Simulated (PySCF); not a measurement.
## RuBr₂⁺, sextet: structure and spectrum

Method: UPBE0/[Ru def2-TZVP with ECP28, Br def2-TZVP], scalar-relativistic core potentials, density fitting, no spin–orbit coupling, PySCF.

The structure is a minimum.

Z-matrix (Å, degrees; charge 1 multiplicity 6):
```
Ru
Br 1 2.3143
Br 1 2.3143 2 133.04
```

| Item | Value |
| --- | --- |
| Point group | C2v |
| Bond lengths | Ru–Br 2.314 Å (×2) |
| Bond angles | Br–Ru–Br 133.0° |
| Zero-point energy | 4.0 kJ/mol |
| Entropy at 298.15 K and 1 bar (electronic part: spin only) | 338.2 J/(mol K) |
| Rotational constants | 0.3202, 0.0237, 0.02207 cm⁻¹ |
| Spin squared ⟨S²⟩ | 8.764 |
| Principal quadrupole moments (Buckingham, traceless) about the centre of mass | -6.23, -2.42, 8.65 D Å |
| Highest occupied level (α) | -13.53 eV |
| Dipole moment about the centre of mass | 2.24 D |
| Enthalpy at 298.15 K above 0 K | 14.23 kJ/mol |
| Lowest empty level (β) | -10.68 eV |
| Rotational symmetry number | 2 |
| Heat capacity Cp at 298.15 K | 55.3 J/(mol K) |
| Principal polarisabilities | 42.5, 50.8, 140.1 bohr³ |

Harmonic modes (masses in u: Ru 101.904, Br 78.918):
```csv
symmetry,ω (cm⁻¹),IR (km/mol),μ (u)
a1,54,1.7,86.70
a1,274,3.6,82.84
b2,349,36.3,90.46
```

In C2v the vibrations span 2a1 + b2. Here b1 is antisymmetric to the molecular plane and b2 lies in it.

Charges (e):
```tsv
atom	Mulliken	Löwdin	polar tensor	spin (Mulliken)	Mayer order to Ru1
Ru1	1.00	0.32	1.24	3.82	–
Br2,3	0.00	0.34	-0.12	0.59	1.45
```

Mulliken populations on Ru1 (electrons outside its core potential): s 2.47, p 6.27, d 6.26, f 0.01.

Outer orbital energies (eV). α occupied: -17.64, -17.61, -15.55, -14.94, -14.88, -14.19, -14.04, -13.53; empty: -7.35, -5.53, -4.06, -3.14. β occupied: -27.12, -26.87, -16.75, -16.03, -15.16, -14.62, -14.25, -14.24; empty: -10.68, -10.61, -10.40, -10.12.

Formally Ru is in oxidation state +3, d5, with 5 unpaired electrons (the high-spin count). The Mulliken spin on Ru is 3.82. The polar-tensor charge on Ru, 1.24, is far below the formal one.

Other isomers or separated fragments may lie lower. Other spin states or occupations of the open shell can lie lower.

The final relaxation and frequency run took 86 s on 4 threads of a shared AMD EPYC 7R43 64-Core (Zen 3) host, with 136 basis functions and 12 gradients; the process peaked at 1.2 GiB.
